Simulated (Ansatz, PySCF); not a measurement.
Be(Et)2 (C4H10Be), SMILES C[CH2][Be][CH2]C. Atoms are numbered in the order given.

```xyz
15

Be     0.0000     0.0000     0.2108
C      0.6163     1.5679     0.2125
C     -0.3333     2.6977    -0.2378
H      0.9961     1.7938     1.2301
H      1.5260     1.5813    -0.4230
H     -0.6929     2.5444    -1.2695
H     -1.2282     2.7613     0.4043
H      0.1496     3.6900    -0.2118
C     -0.6163    -1.5679     0.2125
C      0.3333    -2.6977    -0.2378
H     -0.9961    -1.7938     1.2301
H     -1.5260    -1.5813    -0.4230
H      0.6929    -2.5444    -1.2695
H      1.2282    -2.7613     0.4043
H     -0.1496    -3.6900    -0.2118
```

The structure is a stationary point at B3LYP-D3(BJ)/def2-SVP. The isomer is the one that the SMILES or the coordinates give; other isomers of the formula were not compared. The values are those of a single conformer.

Vertical ionisation energy (IE) and electron affinity (EA) in eV. Rows of orbital energies are one-electron estimates. Where ΔSCF, EOM or ADC give a negative EA the extra electron is unbound and the value depends on the basis.

```csv
level,IE,EA
"−ε(HOMO), −ε(LUMO), PBE0/def2-TZVP (PySCF)",7.37,-0.11
"ΔSCF, PBE0/def2-TZVPD (Ansatz), final states of multiplicity 2 and 2",9.34,-0.82
```

Question: What vertical singlet–triplet gap does ΔSCF give with PBE0/def2-TZVPD (Ansatz, a first-principles code)? (An estimate is asked for; the answer gives what the named calculation found.)

Answer: 5.50 eV (triplet above singlet where positive).
